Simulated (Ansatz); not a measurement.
Basis sets compared for InCl2(NH2) (InNCl2H2). Charge 0, multiplicity 1. Geometry PBE0-D4/def2-SVP. Ansatz on 4 threads of Arm Neoverse V2 on a shared host; times are rough, and most runs start from earlier orbitals.

```xyz
6

In    0.3607    0.3655    0.5471
Cl   -0.3660    0.2912    2.7642
Cl    2.2973    1.6007    0.1310
N    -0.7351   -0.4153   -0.9504
H    -0.2209   -0.6468   -1.7970
H    -1.3359   -1.1953   -0.6949
```

In the def2 sets In takes a core potential, while STO-3G treats all electrons; there is no spin–orbit coupling.

STO-3G and 6-31G are all-electron sets without relativity, so their totals don't compare with the def2 sets.

Binding counts from free atoms (In doublet, Cl doublet, N quartet, H doublet) in the same basis, without a counterpoise term.

| level | functions | energy (Eh) | HOMO (eV) | LUMO (eV) | binding per atom (eV) | wall time |
| --- | --- | --- | --- | --- | --- | --- |
| HF/STO-3G | 52 | -6647.1377 | -8.73 | 5.02 | 2.83 | 0.25 s |
| HF/def2-TZVP | 167 | -1163.9962 | -11.44 | 0.99 | 1.95 | 1.1 s |
| PBE-D4/def2-SVP | 86 | -1165.8187 | -6.44 | -2.89 | 2.94 | 0.6 s |
| PBE-D4/def2-TZVP | 167 | -1166.2216 | -6.74 | -3.11 | 2.98 | 1.1 s |
| r2SCAN-D4/def2-TZVP | 167 | -1166.6401 | -7.05 | -2.91 | 2.92 | 2.9 s |
| PBE0-D4/def2-SVP | 86 | -1165.8987 | -7.87 | -2.04 | 2.87 | 0.95 s |
| PBE0-D4/def2-TZVP (with forces) | 167 | -1166.2957 | -8.11 | -2.24 | 2.91 | 2.6 s |

Question: Estimate the rows for PBE-D4/def2-TZVPD, r2SCAN-D4/def2-TZVPD, PBE0-D4/def2-TZVPD.

Answer: 
```tsv
level	functions	energy (Eh)	HOMO (eV)	LUMO (eV)	binding per atom (eV)	wall time
PBE-D4/def2-TZVPD	203	-1166.2241	-6.82	-3.22	2.98	1.6 s
r2SCAN-D4/def2-TZVPD	203	-1166.6418	-7.10	-2.98	2.92	3.9 s
PBE0-D4/def2-TZVPD	203	-1166.2976	-8.17	-2.36	2.91	2.7 s
```
